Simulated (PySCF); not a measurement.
Below is a simulated gas-phase Si 2p photoelectron spectrum of methylfluoroisocyanate silane (`C[Si@@H](F)N=C=O`).

Every computed line was given a Gaussian of 0.8 eV full width at half maximum and an area set by the number of equivalent atoms (split 2:1 within a doublet); the highest printed point is 100. Level of theory: PySCF, delta-SCF UKS SCAN, pcX-2 on the ionised atom, pcseg-1 elsewhere, spin-free X2C.

| binding energy (eV) | intensity |
| --- | --- |
| 107.4 | 0 |
| 107.5 | 1 |
| 107.6 | 2 |
| 107.7 | 3 |
| 107.8 | 7 |
| 107.9 | 13 |
| 108.0 | 22 |
| 108.1 | 35 |
| 108.2 | 51 |
| 108.3 | 68 |
| 108.4 | 83 |
| 108.5 | 94 |
| 108.6 | 100 |
| 108.7 | 100 |
| 108.8 | 95 |
| 108.9 | 87 |
| 109.0 | 79 |
| 109.1 | 70 |
| 109.2 | 62 |
| 109.3 | 52 |
| 109.4 | 43 |
| 109.5 | 33 |
| 109.6 | 23 |
| 109.7 | 16 |
| 109.8 | 10 |
| 109.9 | 5 |
| 110.0 | 3 |
| 110.1 | 1 |
| 110.2 | 1 |
| 110.3 | 0 |

**Question.** How many maxima does the curve show, and how many computed lines lie under it?

**Answer.** The curve has 1 maximum (at 108.6 eV). Under it lie 2 lines from 1 inequivalent silicon site, drawn as a 2p3/2, 2p1/2 pair. At this width some lines have no maximum of their own.

**Question.** Decompose the envelope and assign each component. Numbering: `[CH3:1][Si@@H:2]([F:3])[N:4]=[C:5]=[O:6]`.

**Answer.** 
| position (eV) | relative area | line | atoms | environment |
| --- | --- | --- | --- | --- |
| 108.57 | 0.67 | Si 2p3/2 | Si2 | fluorine-bound silicon |
| 109.20 | 0.33 | Si 2p1/2 | Si2 | fluorine-bound silicon |

**Question.** What are the centre and the root-mean-square width of the whole band?

**Answer.** The area-weighted mean of the lines is 108.78 eV. Their own spread about it is 0.30 eV (rms) and each Gaussian has σ = 0.8/2.355 = 0.34 eV; the variances add, which gives 0.45 eV.

The curve has no shake-up lines and no vibrational structure. For 2p shells one spin-free hole was relaxed; a mean-field spin–orbit operator and the ground-state splitting of the three 2p orbitals were then diagonalised within the shell. The shell's mean is (2 × 2p3/2 + 2p1/2)/3, and the degeneracies 2j + 1 give areas of 2:1. 2p1/2 minus 2p3/2 (ligand field included): Si 0.63 eV. Geometry: GFN2-xTB, one conformer, isolated molecule.

Conformer computed: `[CH3:1][Si@@H:2]([F:3])[N:4]=[C:5]=[O:6]`: C1–Si2–N4–C5 62°.
